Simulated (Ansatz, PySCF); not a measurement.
Gas-phase reaction in SMILES: C[Si](C)(Br)Br [dibromo(dimethyl)silane] → C[Si](Br)Br + [CH3] (CH3) (the C-Si bond at the site shown breaks; other sites are not compared here)
Structures are relaxed separately at B3LYP-D3(BJ)/def2-TZVP in Ansatz (a quantum-chemistry and plane-wave program). Frequencies are from Ansatz or PySCF.

Wanted: bond dissociation energy (enthalpy at 298 K, with B3LYP-D3(BJ) rigid-rotor harmonic-oscillator terms), in eV. Cores are frozen in the correlated levels unless marked. UHF or UKS for open shells. No spin-orbit coupling. The frozen core is the preceding noble-gas configuration, with the filled d and f shells of earlier blocks. No relativistic terms. Basis-set limits of correlation are two-point, X^-3; Hartree-Fock from the larger set. [CCSD(T)-MP2]/basis is that difference in the basis named.

| level | program | bond dissociation energy (eV) |
|---|---|---|
| HF/def2-SVP | Ansatz | 2.85 |
| BLYP-D4/def2-TZVPD | Ansatz + dftd4 | 3.61 |
| PBE0/def2-QZVPP | Ansatz | 3.74 |
| HSE06-D4/def2-TZVPD | Ansatz + dftd4 | 3.82 |
| LC-wPBE-D3(BJ)/def2-TZVPD | Ansatz + dftd3 | 3.92 |
| B2PLYP/def2-TZVPD | Ansatz | 3.76 |
| PBE-QIDH/def2-TZVPD | Ansatz | 3.94 |
| RI-MP2/CBS(def2-TZVPP,def2-QZVPP) | Ansatz | 4.18 |
| CCSD/def2-TZVPP | Ansatz | 3.82 |
| RI-MP2/CBS(def2-TZVPP,def2-QZVPP)+[CCSD(T)-MP2]/def2-TZVPP | Ansatz | 4.01 |
